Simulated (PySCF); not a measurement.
disulfane (H2S2), SMILES SS. Atoms are numbered in the order given.

```xyz
4

S      1.0337     0.0675     0.0552
S     -1.0337    -0.0675     0.0552
H      1.2946    -0.8630    -0.8839
H     -1.2946     0.8630    -0.8839
```
Charge 0, spin multiplicity 1.

Coordinates come from a B3LYP-D3(BJ)/def2-TZVP optimisation.

Computed with M06-2X/def2-TZVPD (PySCF).

Mulliken values depend strongly on the basis, most of all with diffuse functions as here. ESP charges are fitted to the potential on shells at 1.4 to 2.0 van der Waals radii. Atomic charges (e):

```tsv
atom	Mulliken	meta-Löwdin	ESP fit
S1	-0.20	…	-0.15
S2	-0.20	…	-0.15
H3	0.20	…	0.15
H4	0.20	…	0.15
```

Question: What belongs in the gaps? (Estimate from the structure and the level; the computed values follow.)

Answer: 
- S1, meta-Löwdin: -0.09
- S2, meta-Löwdin: -0.09
- H3, meta-Löwdin: 0.09
- H4, meta-Löwdin: 0.09
